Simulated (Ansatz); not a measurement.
`C[N](C)[Ag]` + HI → `[Ag][I]` + dimethylamine at 500 K and 1 bar (ligand exchange at the Ag–N bond).

Computed with Ansatz on PBE0-D4/def2-TZVP structures; ΔE is electronic, products minus reactants. CCSD(T)/CBS is the MP2 limit (def2-TZVPP, def2-QZVPP) plus CCSD(T) − MP2 in def2-TZVPP, frozen cores. def2 core potentials past Kr. For Ag, I outer-core shells are correlated without core-valence functions, which leaves a few kJ/mol of doubt a bond.

```tsv
species	CCSD(T)/CBS energy (Eh)	H − E (kJ/mol)	S (J/(mol·K))
`C[N](C)[Ag]`	-281.28985	248.4	373.4
HI	-298.03592	28.6	221.6
`[Ag][I]`	-444.41059	18.8	283.6
`CNC`	-135.00321	273.8	313.8
```

H − E and S are ideal-gas, rigid-rotor, harmonic terms from PBE0-D4/def2-TZVP. 1 Eh = 2625.50 kJ/mol, R = 8.31446 J/(mol·K).

**Question.** By hand: ΔE, ΔH, ΔS and ΔG.

**Answer.** ΔE = (-444.41059) + (-135.00321) − (-281.28985) − (-298.03592) = -0.08803 Eh = -231.1 kJ/mol. Δ(H − E) = 18.8 + 273.8 − 248.4 − 28.6 = 15.6, so ΔH = -215.5 kJ/mol. ΔS = 283.6 + 313.8 − 373.4 − 221.6 = 2.4 J/(mol·K). ΔG = -215.5 − 500 × (2.4)/1000 = -216.7 kJ/mol.

**Question.** By hand: the equilibrium constant, and the temperature at which ΔG would vanish if ΔH and ΔS stayed fixed.

**Answer.** log₁₀ K = −ΔG/(RT ln 10) = 22.6. ΔH and −TΔS have one sign here, so there is no such temperature. One of them is within its doubt of zero, so this could turn.

The number of gas molecules stays the same, so ΔS is small and ΔH decides. A doubt of 5 kJ/mol in ΔE shifts log₁₀ K by 0.5 here. These are equilibria of isolated gas molecules and say nothing of rates. Largest T1 diagnostic: 0.031 (customary marks: 0.02 for closed shells, 0.045 for open ones).
